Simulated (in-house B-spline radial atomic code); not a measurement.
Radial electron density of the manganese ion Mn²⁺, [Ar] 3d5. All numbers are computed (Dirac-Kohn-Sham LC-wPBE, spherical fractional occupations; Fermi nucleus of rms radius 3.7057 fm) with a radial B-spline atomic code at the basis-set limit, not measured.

Caution: exact exchange at fractional occupations of open shells leaves self-interaction of up to several eV.

Columns: r (bohr), 4πr²n(r) (electrons per bohr), bar.

```
 0.00238   0.7416 #
 0.00285    1.032 #
 0.00342    1.436 ##
  0.0041    1.983 ###
 0.00491    2.714 ####
 0.00589    3.696 #####
 0.00706    4.978 #######
 0.00847    6.637 #########
  0.0101    8.648 ############
  0.0122    11.29 ###############
  0.0146    14.26 ###################
  0.0175    17.64 ########################
   0.021    21.23 ############################
  0.0251    24.64 #################################
  0.0302    27.63 #####################################
  0.0362    29.56 #######################################
  0.0433    30.11 ########################################
   0.052    29.14 #######################################
  0.0623    27.03 ####################################
  0.0747    24.65 #################################
  0.0896    23.24 ###############################
   0.107    23.81 ################################
   0.129    26.69 ####################################
   0.154    30.41 #########################################
   0.185       33 ############################################
   0.222     32.1 ###########################################
   0.266     27.2 ####################################
   0.319    20.08 ###########################
   0.383    14.01 ###################
   0.459    11.58 ###############
    0.55    12.58 #################
   0.659    14.52 ###################
   0.791    14.74 ####################
   0.948    12.44 #################
    1.14    8.671 ############
    1.36    5.248 #######
    1.63    2.746 ####
    1.96    1.277 ##
    2.35   0.5553 #
    2.82   0.2185 
    3.38  0.07376 
    4.05  0.01973
```

On this grid the curve has 3 maxima, near 0.0433, 0.185, 0.791 bohr.

The 3d3/2 radial function P(r) = rR(r), positive near the nucleus, with its small component Q(r) (sign convention: Q ≈ (P' + κP/r)/2c):

```tsv
r (bohr)	P	Q
0.021	0.001048	0.0008462
0.0302	0.002855	0.001599
0.0433	0.007519	0.002903
0.0623	0.01925	0.00505
0.0896	0.04668	0.008224
0.129	0.1057	0.0123
0.185	0.2166	0.01636
0.266	0.3961	0.01886
0.383	0.627	0.01809
0.55	0.8336	0.01399
0.791	0.9088	0.008125
1.14	0.7958	0.003412
1.63	0.5652	0.0009132
2.35	0.3083	-3.268e-05
3.38	0.1195	-0.0001594
```
